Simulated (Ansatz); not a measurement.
Basis-set series for CH5BGeTe. Charge 0, multiplicity 1. Te takes the def2 core potential. The bonds changed during the relaxation, so this is another structure than the one it started from. All single points use the PBE0-D4/def2-TZVP geometry.

Z-matrix (Å, degrees):
```
Ge
C 1 2.002
Te 1 3.178 2 41.7
B 1 2.023 2 44.8 3 -73.3
H 1 1.532 2 109.5 3 172.1
H 1 1.538 2 113.0 3 46.1
H 2 1.083 1 137.2 3 -147.5
H 3 1.666 1 126.6 2 -42.4
H 4 1.189 1 146.2 2 -149.4
```

```
functional       basis  functions  energy (Eh)  HOMO (eV)  LUMO (eV)
   PBE0-D4    def2-SVP        111  -2410.26838      -6.43      -0.98
   PBE0-D4  def2-QZVPP        435  -2410.66502      -6.48      -1.16
   ωB97M-V    def2-SVP        111  -2410.40476      -8.44       0.96
   ωB97M-V  def2-QZVPP        435  -2410.80400      -8.52       0.57
```

Question: Give the rows for def2-TZVPP. (An estimate is asked.)

Answer: Computed: 
| functional | basis | functions | energy (Eh) | HOMO (eV) | LUMO (eV) |
| --- | --- | --- | --- | --- | --- |
| PBE0-D4 | def2-TZVPP | 230 | -2410.61405 | -6.47 | -1.11 |
| ωB97M-V | def2-TZVPP | 230 | -2410.75437 | -8.50 | 0.69 |

Positive LUMOs are unbound and depend on the basis. Scalar relativity is left out up to krypton.
